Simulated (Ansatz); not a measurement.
Start from `C[SiH](F)[SiH2]O` and change one atom or group to get `C[SiH](F)CN`.

Ansatz, PBE0-D4/def2-TZVP geometries, multiplicity 1. Each molecule was computed in one conformer, which needn't be the lowest.

```json
{"property": "size of the dipole moment (PBE/def2-TZVPP) / D", "`C[SiH](F)[SiH2]O`": "0.74"}
{"property": "LUMO energy (PBE0/def2-TZVPP) / eV", "`C[SiH](F)[SiH2]O`": "-0.69"}
{"property": "HOMO energy (ωB97M-V/def2-TZVPP) / eV", "`C[SiH](F)[SiH2]O`": "-9.70"}
{"property": "LUMO energy (B3LYP/def2-TZVPP) / eV", "`C[SiH](F)[SiH2]O`": "-0.90"}
{"property": "size of the dipole moment (ωB97M-V/def2-TZVPP) / D", "`C[SiH](F)[SiH2]O`": "0.70"}
{"property": "HOMO energy (B3LYP/def2-TZVPP) / eV", "`C[SiH](F)[SiH2]O`": "-7.45"}
```

(1) Give the same properties after the change, and the shifts. (Best estimate.)

Answers

(1) The calculation gave: 
```
                                          property  `C[SiH](F)CN`  shift
    size of the dipole moment (PBE/def2-TZVPP) / D           1.80   1.06
                LUMO energy (PBE0/def2-TZVPP) / eV           0.63   1.32
             HOMO energy (ωB97M-V/def2-TZVPP) / eV          -9.43   0.27
               LUMO energy (B3LYP/def2-TZVPP) / eV           0.33   1.23
size of the dipole moment (ωB97M-V/def2-TZVPP) / D           1.79   1.09
               HOMO energy (B3LYP/def2-TZVPP) / eV          -6.81   0.64
```

With PBE0 the HOMO rises by 0.60 eV and the LUMO rises by 1.32 eV, so the gap widens by about 0.72 eV. PBE moves the HOMO by 0.81 eV and ωB97M-V by 0.27 eV. Dipoles are sizes alone; their direction can turn.

B3LYP here is the variant with VWN-RPA as its local correlation; programs differ in this.
